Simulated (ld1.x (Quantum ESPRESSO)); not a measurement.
**Cs (Z = 55): excitation energies, all-electron against TM**

caesium (Cs), norm-conserving Troullier–Martins (Kleinman–Bylander form), made with ld1.x (Quantum ESPRESSO) 7.5 (PBE, scalar-relativistic). Core [Kr] 4d10 5s2, reference 5p6 5d0 6s1 6p0. Waves: 6s (bound): rc 5.72 bohr; 5d (bound, empty): rc 5.86 bohr; 5p (bound): rc 3.98 bohr. Local part: the p channel. Core correction: none.

Energies are relative to the spin-unpolarised reference configuration 5p6 5d0 6s1 6p0; without spin polarisation the order of configurations can differ from experiment. Not all tests gave a result: 2 of 6 tests not solved or not reliable. Left out of the table: 5p6 5d0 6s0 6p1 (solver errors, printed error -1.2 eV); 5p5 5d0 6s1 6p0 (solver errors, printed error -2.3 eV).

```csv
valence configuration,charge,ΔE all-electron (eV),error AE − PS (meV)
5p6 5d0 6s0 6p0,+1,3.864,+2.0
5p6 5d0.5 6s0.5 6p0,0,0.843,+0.8
5p6 5d1 6s0 6p0,0,1.672,+3.6
```

(1) What are ΔE and the potential's error for 5p6 5d0 6s0.5 6p0?

Levels in the configuration 5p6 5d0 6s0 6p0:

| level | all-electron (eV) | pseudo (eV) |
| --- | --- | --- |
| 5p | -18.670 | -18.658 |

Note: ghost state, extra bound levels that the all-electron valence spectrum of the same l lacks: s at -11.2 eV. A true bound ghost makes a file unfit for plane-wave use.

Answers

(1) ΔE = 1.471 eV all-electron; the error (AE − PS) is +0.8 meV.

ld1.x printed “convergence not achieved” for 2 of the counted tests; their residual had stalled under 1e-8, short of the target of 1e-14.
